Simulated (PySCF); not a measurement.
## Ga(2+): excitation energy

Ga(2+) [Ar] 3d10 4s1 (2S) → Ga(2+) [Ar] 3d9 4s1 5s1 (4D), as a difference of total energies. Computed with PySCF 2.14 in aug-cc-pVTZ-PP with ECP10MDF (6s5p4d2f, 55 functions), with scalar relativity through the core potential. The calculations carry no spin-orbit coupling.

```json
{"method": "UHF", "excitation energy (eV)": "33.799"}
{"method": "LDA", "excitation energy (eV)": "36.468"}
{"method": "PBE", "excitation energy (eV)": "35.927"}
{"method": "PBE0", "excitation energy (eV)": "35.705"}
{"method": "r2SCAN", "excitation energy (eV)": "35.728"}
{"method": "r2SCANh", "excitation energy (eV)": "35.672"}
{"method": "wB97X-V", "excitation energy (eV)": "36.029"}
{"method": "M06-2X", "excitation energy (eV)": "36.283"}
{"method": "BP86", "excitation energy (eV)": "35.975"}
```

The upper state lies above the first ionisation limit, but in LS coupling its spin forbids autoionisation to the ground ion. A Rydberg-like electron needs more diffuse functions than a valence basis has.

The promoted electron is Rydberg-like, and one or two diffuse shells describe it only roughly, which tends to raise the upper state.
